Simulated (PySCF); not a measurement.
First SCF of a structure search on quartet CoOCl₂, at a hand-made trigonal pyramidal geometry. PySCF input:

```python
from pyscf import gto, scf, dft
mol = gto.M(atom='''
Co     0.000000    -0.630410    -0.000010
O      1.599950    -0.617870     0.000030
Cl    -0.365930     0.672530    -1.605790
Cl    -0.365900     0.672520     1.605790''',
    basis={'Co': 'def2-TZVP', 'O': 'def2-TZVP', 'Cl': 'def2-TZVP'},
    charge=0, spin=3)
mf = dft.UKS(mol, xc='PBE0')
mf.grids.atom_grid = (50, 194)
aux = {'Co': 'def2-universal-JKFIT', 'O': 'def2-universal-JKFIT', 'Cl': 'def2-universal-JKFIT'}
mf = mf.density_fit(auxbasis=aux)
mf.conv_tol = 1e-08
mf.diis_space = 10
mf.max_cycle = 60
mf.init_guess = 'minao'
mf.verbose = 4
mf.kernel()
```

Excerpt of the output (cycles alone):

```
init E= -2376.93684867989
cycle= 1 E= -2360.90679768673  delta_E=   16  |g|= 5.76  |ddm|= 7.16
cycle= 2 E= -2281.19671993052  delta_E= 79.7  |g|= 16.9  |ddm|= 13.6
cycle= 3 E= -2344.45863262625  delta_E= -63.3  |g|= 11.4  |ddm|= 7.49
cycle= 4 E= -2356.76718834738  delta_E= -12.3  |g|= 9.11  |ddm|= 2.69
cycle= 5 E= -2362.50815507605  delta_E= -5.74  |g|= 6.71  |ddm|= 4.87
cycle= 6 E= -2367.62486963889  delta_E= -5.12  |g|= 5.71  |ddm|= 3.84
cycle= 7 E= -2370.18318498074  delta_E= -2.56  |g|= 4.87  |ddm|= 2.22
cycle= 8 E= -2373.81098671274  delta_E= -3.63  |g|= 3.81  |ddm|= 1.76
cycle= 9 E= -2375.26601866377  delta_E= -1.46  |g|= 3.03  |ddm|= 0.953
cycle= 10 E= -2375.98088046175  delta_E= -0.715  |g|= 2.64  |ddm|= 0.285
cycle= 11 E= -2376.58100455639  delta_E= -0.6  |g|= 2.27  |ddm|= 0.538
cycle= 12 E= -2369.67095968716  delta_E= 6.91  |g|= 4.93  |ddm|= 4.12
cycle= 13 E= -2376.78984416511  delta_E= -7.12  |g|= 2.06  |ddm|= 4.11
... 29 lines left out ...
cycle= 43 E= -2377.80174063674  delta_E= -4.47e-08  |g|= 6.41e-05  |ddm|= 0.00078
cycle= 44 E= -2377.80174067407  delta_E= -3.73e-08  |g|= 5.93e-05  |ddm|= 0.000581
cycle= 45 E= -2377.80174070932  delta_E= -3.52e-08  |g|= 5.35e-05  |ddm|= 0.000749
cycle= 46 E= -2377.80174076363  delta_E= -5.43e-08  |g|= 5.08e-05  |ddm|= 0.000801
cycle= 47 E= -2377.80174080595  delta_E= -4.23e-08  |g|= 4e-05  |ddm|= 0.000614
cycle= 48 E= -2377.80174084343  delta_E= -3.75e-08  |g|= 4.64e-05  |ddm|= 0.000635
cycle= 49 E= -2377.80174088126  delta_E= -3.78e-08  |g|= 3.29e-05  |ddm|= 0.000768
cycle= 50 E= -2377.80174088697  delta_E= -5.7e-09  |g|= 2.75e-05  |ddm|= 0.000305
Extra cycle  E= -2377.80174089198  delta_E= -5.01e-09  |g|= 4.14e-05  |ddm|= 0.000139
converged SCF energy = -2377.80174089198  <S^2> = 4.0248112  2S+1 = 4.1351233
```

This is not the lowest solution: another start and a stability analysis within the same unrestricted form found one 38.6 kJ/mol lower, at -2377.81643 Eh.

With open d or f shells other occupations or spin states may lie lower.

The search for the lowest solution, 3 starts and the stability check together, took 41 s on 4 threads of a shared Arm Neoverse V1 host, with 150 basis functions; the process peaked at 0.76 GiB. Launch command: `OMP_NUM_THREADS=4 python axn.py task.json out`.
